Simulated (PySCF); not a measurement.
**Stationary points of GeS(OH)₂**

Computed with PySCF, PBE0, basis Ge def2-SVP, S def2-SVP, O def2-SVP, H def2-SVP (no relativity, density fitting).

Relaxations began from a few typed shapes. The search is not exhaustive: other isomers or separated fragments can lie lower, and high-lying points may rest on an excited occupation.

Problem. Order these stationary points by electronic energy, lowest first, in kJ/mol from the lowest minimum.
A. singlet Cs: Ge–O 1.746 Å, Ge–O 1.759 Å, Ge–S 2.016 Å, O–H 0.966 Å (×2); Ge–O–H 111.2°, Ge–O–H 112.3°, O–Ge–O 101.1°, O–Ge–S 129.5° (×2)
B. singlet C2v: Ge–O 1.747 Å (×2), Ge–S 2.022 Å, O–H 0.966 Å (×2); Ge–O–H 111.2° (×2), O–Ge–O 100.2°, O–Ge–S 129.9° (×2)

Solution. B (0.0), A (2.6).

Problem. Which of them are minima?

Solution. By energy in kJ/mol, 0.0: minimum; 2.6: minimum.
